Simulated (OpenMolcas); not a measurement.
## Ce2+: moving or changing the point charges

Ce2+ among 4 point charges of -0.5 e arranged as a tetrahedron (Td), 2.43 Å from the ion.

```
Program             : OpenMolcas
Method              : CASSCF
Basis               : ANO-RCC-VTZP [8s7p5d3f2g1h]
Scalar Hamiltonian  : DKH2, point nucleus
Active space        : 2 electrons in 7 orbitals (4f)
State averaging     : 2S+1 = 3 even, 21 roots; 2S+1 = 1 even, 27 roots kept (CI in the orbitals of an earlier block)
Spin-orbit coupling : RASSI with atomic mean-field integrals over the reference wave functions
```

Runs around this geometry, states (labels of Td). Energies in cm-1 above the lowest state or level, χT in cm3 K/mol; under a threefold ground state the first gap can be a small split of the lowest multiplet, not the spin-orbit step.

```
R (Å)  Ground state  First state of that spin  First gap with spin-orbit (degeneracies)  Width of lowest J  χT at 300 K
 2.43           3T2                   3T1 3.6                               29.4 (2, 3)                 97        1.589
 2.64           3T1                   3E 10.5                                3.0 (2, 3)                 55        1.619
  2.8           3T1                    3E 8.5                                5.6 (3, 2)                 44        1.631
```

Taking the width of the lowest J multiplet as R^-n, n = -ln(44 / 97) / ln(2.8 / 2.43) = 5.6 between the shortest and longest distance.

The ground state changes within this set.

This is an electrostatic model: the charges have no orbitals. No measured value stands beside these numbers.
